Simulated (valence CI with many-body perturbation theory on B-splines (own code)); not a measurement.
## E1 line list for Sb45+

Level of theory: relativistic CI+MBPT: four valence electrons over a frozen Dirac-Fock core [He], a basis of 11 s, 11 p, 10 d, 8 f, 5 g, 2 h functions for each j, with the one-electron correlation potential Σ1, the two-electron term Σ2, the three-electron term Σ3, Breit, model QED; selected CI, second order for the rest, scaled by the run's own slope (own B-spline code, finite nucleus).

The last digits are not significant, and no measured levels were compared; by estimate large intervals hold to a few tenths of a per cent, small ones and those within an open d or f shell to about a per cent. Among the levels kept, up to 840 cm⁻¹ of a level comes from second order outside the variational space, and about a tenth of that is noise between levels of different J, which matters for small intervals.

Lines 51 to 100 of 546 in falling wavelength, among levels below 5519.7 eV, chosen from the strongest by gf and those to the six lowest levels. Wavelengths and rates use the calculated energies. Electric multipoles are in the length gauge with retardation, E1 and E2 with the static RPA response of the core. Weak lines are less certain than strong ones. Lines between different terms over intervals too small for the method are left out, as are lines whose strength nearly cancels. The highest levels of a list are the least certain.

Levels are named by their leading jj configuration (3d3/2^4 stands for four electrons in 3d with j = 3/2), which in mixed levels can hold well under half, so a name can repeat and another be missing. Letters in brackets count levels of one name in rising energy.

```csv
λ vac (nm),Upper,Lower,A (s⁻¹),log gf,Branch %
9.962,(2s^2 2p3/2 3p3/2) J=3,(2s^2 2p3/2 3s) J=2,1.89e+10,-0.71,0.2
9.959,(2s 2p1/2 2p3/2 3d3/2) J=4,(2s^2 2p3/2 3d3/2) J=3,1.71e+10,-0.64,4.7
9.958,(2p1/2^2 2p3/2 3p3/2) J=3,(2p1/2^2 2p3/2 3s) J=2,5.32e+10,-0.26,0.1
9.944,(2s 2p1/2^2 3p3/2) J=1,(2s 2p1/2^2 3s) J=0,3.14e+10,-0.85,0.0
9.939,(2p1/2 2p3/2^2 3p3/2) J=3 [a],(2s 2p3/2^2 3p3/2) J=2 [b],8.36e+09,-1.06,0.0
9.892,(2s 2p1/2 2p3/2 3d3/2) J=1 [b],(2s 2p1/2 2p3/2 3p1/2) J=2 [b],2.04e+10,-1.05,0.0
9.882,(2s 2p1/2 2p3/2 3p3/2) J=1 [b],(2s 2p1/2 2p3/2 3s) J=2 [b],2.10e+10,-1.03,0.0
9.878,(2s 2p3/2^2 3d3/2) J=3 [a],(2s 2p3/2^2 3p1/2) J=3,1.43e+10,-0.83,0.0
9.841,(2s 2p1/2 2p3/2 3d3/2) J=2 [a],(2s 2p1/2 2p3/2 3p1/2) J=2 [a],1.47e+10,-0.97,0.0
9.829,(2s 2p1/2 2p3/2 3p3/2) J=2 [c],(2s 2p1/2 2p3/2 3s) J=1 [c],1.90e+10,-0.86,0.0
9.828,(2s 2p1/2 2p3/2 3p3/2) J=4,(2s 2p1/2 2p3/2 3s) J=3,4.61e+10,-0.22,15.4
9.827,(2p1/2 2p3/2^2 3d5/2) J=4,(2p1/2 2p3/2^2 3p1/2) J=3,1.25e+10,-0.79,0.9
9.789,(2p1/2^2 2p3/2 3d3/2) J=3,(2p1/2^2 2p3/2 3p1/2) J=2,3.02e+10,-0.52,0.7
9.729,(2s 2p3/2^2 3p3/2) J=1 [a],(2s 2p3/2^2 3s) J=2 [a],2.35e+10,-1.00,0.0
9.728,(2p1/2 2p3/2^2 3p3/2) J=3 [a],(2p1/2 2p3/2^2 3s) J=2 [a],3.91e+10,-0.41,0.0
9.699,(2s^2 2p3/2 3p3/2) J=1,(2s^2 2p3/2 3s) J=1,2.69e+10,-0.94,0.2
9.664,(2p1/2 2p3/2^2 3d3/2) J=2,(2p1/2 2p3/2^2 3p1/2) J=2 [a],1.59e+10,-0.95,0.0
9.649,(2s 2p1/2 2p3/2 3p3/2) J=3 [b],(2s 2p1/2 2p3/2 3s) J=2 [b],2.54e+10,-0.61,0.0
9.647,(2s 2p3/2^2 3d3/2) J=2 [a],(2s 2p3/2^2 3p1/2) J=2 [a],2.38e+10,-0.78,0.0
9.615,(2s 2p3/2^2 3d3/2) J=3 [a],(2s 2p3/2^2 3p1/2) J=2 [a],1.32e+10,-0.89,0.0
9.613,(2p1/2 2p3/2^2 3p3/2) J=2 [a],(2p1/2 2p3/2^2 3s) J=2 [a],1.67e+10,-0.94,0.0
9.601,(2s 2p1/2^2 3d3/2) J=2,(2s 2p1/2^2 3p1/2) J=1,2.11e+10,-0.84,0.0
9.584,(2s 2p3/2^2 3d3/2) J=4,(2s 2p3/2^2 3p1/2) J=3,2.19e+10,-0.57,0.0
9.579,(2s 2p1/2 2p3/2 3p3/2) J=3 [c],(2s 2p1/2 2p3/2 3s) J=2 [c],4.84e+10,-0.33,0.1
9.575,(2s^2 2p3/2 3d3/2) J=2,(2s^2 2p3/2 3p1/2) J=1,1.40e+10,-1.02,0.0
9.515,(2p1/2 2p3/2^2 3p3/2) J=2 [c],(2p1/2 2p3/2^2 3s) J=1 [b],5.45e+10,-0.43,0.1
9.456,(2s 2p3/2^2 3d3/2) J=1 [a],(2s 2p3/2^2 3p1/2) J=2 [a],3.09e+10,-0.91,0.0
9.429,(2s 2p3/2^2 3p3/2) J=3 [a],(2s 2p3/2^2 3s) J=3,2.19e+10,-0.69,0.0
9.423,(2s 2p3/2^2 3p3/2) J=4,(2s 2p3/2^2 3s) J=3,4.70e+10,-0.25,12.3
9.408,(2p1/2 2p3/2^2 3d3/2) J=1,(2p1/2 2p3/2^2 3p1/2) J=1 [a],3.17e+10,-0.90,0.1
9.393,(2s 2p1/2 2p3/2 3d3/2) J=3 [a],(2s 2p1/2 2p3/2 3p1/2) J=2 [a],2.89e+10,-0.57,0.0
9.376,(2s 2p1/2 2p3/2 3d3/2) J=3 [c],(2s 2p1/2 2p3/2 3p1/2) J=2 [c],3.58e+10,-0.48,0.1
9.321,(2p1/2 2p3/2^2 3d3/2) J=2,(2p1/2 2p3/2^2 3p1/2) J=1 [a],1.64e+10,-0.97,0.0
9.291,(2p1/2 2p3/2^2 3d3/2) J=3,(2p1/2 2p3/2^2 3p1/2) J=2 [a],2.39e+10,-0.66,0.0
9.285,(2s 2p1/2 2p3/2 3p3/2) J=2 [a],(2s 2p1/2 2p3/2 3s) J=1 [a],1.85e+10,-0.92,0.0
9.276,(2s 2p1/2 2p3/2 3p3/2) J=2 [b],(2s^2 2p3/2 3p3/2) J=2,2.22e+10,-0.84,0.0
9.250,(2s 2p1/2 2p3/2 3d3/2) J=2 [a],(2s 2p1/2 2p3/2 3p1/2) J=1 [a],1.88e+10,-0.92,0.0
9.245,(2s^2 2p1/2 3d3/2) J=2,(2s^2 2p1/2 3p1/2) J=1,3.60e+10,-0.64,0.1
9.220,(2s 2p1/2 2p3/2 3p3/2) J=3 [a],(2s 2p1/2 2p3/2 3s) J=2 [a],4.73e+10,-0.37,0.3
9.204,(2s 2p1/2^2 3p3/2) J=2,(2s 2p1/2^2 3s) J=1,5.87e+10,-0.43,1.1
9.201,(2p1/2^2 2p3/2 3p3/2) J=2,(2p1/2^2 2p3/2 3s) J=1,4.01e+10,-0.59,0.0
9.198,(2p1/2 2p3/2^2 3p3/2) J=1 [c],(2p1/2 2p3/2^2 3s) J=0,3.97e+10,-0.82,0.0
9.189,(2s 2p1/2 2p3/2 3d3/2) J=1 [a],(2s 2p1/2 2p3/2 3p1/2) J=1 [a],3.09e+10,-0.93,0.0
9.168,(2s^2 2p3/2 3d3/2) J=3,(2s 2p1/2^2 3d3/2) J=2,1.39e+10,-0.91,0.0
9.144,(2s 2p3/2^2 3p3/2) J=2 [b],(2s 2p3/2^2 3s) J=1 [a],3.54e+10,-0.65,0.2
9.144,(2p1/2 2p3/2^2 3p3/2) J=1 [a],(2p1/2 2p3/2^2 3s) J=1 [a],2.51e+10,-1.03,0.0
9.096,(2s 2p1/2 2p3/2 3d3/2) J=4,(2s 2p1/2 2p3/2 3p1/2) J=3,1.31e+10,-0.83,3.6
9.007,(2s^2 2p3/2 3d3/2) J=3,(2s^2 2p3/2 3p1/2) J=2,2.21e+10,-0.72,0.0
8.981,(2s 2p3/2^2 3p3/2) J=2 [c],(2s 2p3/2^2 3s) J=2 [b],1.58e+10,-1.02,0.3
8.971,(2p1/2 2p3/2^2 3p3/2) J=1 [b],(2p1/2 2p3/2^2 3s) J=2 [b],2.41e+10,-1.06,0.0
```

Question: How does gf follow from A for the line at 9.579 nm?

Answer: gf = 1.4992 × (2J+1)_upper × A / σ², with σ = 1043904 cm⁻¹ and 2J+1 = 7: gf = 0.467.
